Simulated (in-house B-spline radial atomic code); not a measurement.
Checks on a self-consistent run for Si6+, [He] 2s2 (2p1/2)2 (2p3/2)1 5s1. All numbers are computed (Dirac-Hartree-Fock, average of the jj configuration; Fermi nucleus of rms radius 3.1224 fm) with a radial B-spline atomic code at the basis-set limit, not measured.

```tsv
orbital	q	ε (Eh)	<1/r>	<r²>	small-component weight
1s1/2	2	-76.77438	13.6836	0.0164421	0.0024742
2s1/2	2	-12.06463	2.8259	0.315444	0.00041886
2p1/2	2	-10.68843	2.75949	0.264483	0.00040392
2p3/2	1	-10.75081	2.75247	0.26441	0.00040403
5s1/2	1	-1.17291	0.319689	22.5355	3.3099e-05
```

Electron-electron repulsion V_ee = 53.0956 hartree.

Question: What total energy follows from the eigenvalues?

Answer: The eigenvalues count the repulsion twice, so E = Σqε - V_ee = -210.979 - 53.096 = -264.074 hartree; the run printed -264.074.

Question: Does the Dirac virial theorem hold?

Answer: For a point nucleus E = -2c²Σq·w, with w the small-component weight. Here Σq·w = 0.0070311 and c = 137.0360, so the ratio E/(-2c²Σq·w) is 1.000001.

Question: What diamagnetic shielding (Lamb formula) and susceptibility (Langevin formula) do the radii give?

Answer: σ = (α²/3)Σq<1/r> = 41.6101/(3·137.036²) = 738.6 ppm, and χ = -0.79199×10⁻⁶·Σq<r²> = -19×10⁻⁶ cm³/mol with Σq<r²> = 23.993 bohr². Both are non-relativistic formulas without the paramagnetism of open shells.
